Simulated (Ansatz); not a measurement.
Molecule: CH5Al, charge 0, multiplicity 1. SMILES: [AlH2][CH3]
Geometry: optimised at B3LYP-D3(BJ)/def2-TZVP (Ansatz, a program for electronic structure).

Quantity: atomisation energy (electronic, to ground-state atoms), in kcal/mol. Valence correlation only, unless marked. Open shells are spin-unrestricted. No spin-orbit coupling. Non-relativistic. The coupled-cluster limit lacks core correlation, which all-electron functionals hold. CBS marks a two-point X^-3 extrapolation of the correlation energy; Hartree-Fock from the larger set (for Q and 5 zeta extrapolated as (X+1)exp(-9√X)).

```tsv
level	program	atomisation energy (kcal/mol)
HF/aug-cc-pV(Q+d)Z	Ansatz	401.7
```

Q: What does CCSD(T)/CBS(cc-pV(Q+d)Z,cc-pV(5+d)Z) (Ansatz) give?

A: 518.2 kcal/mol
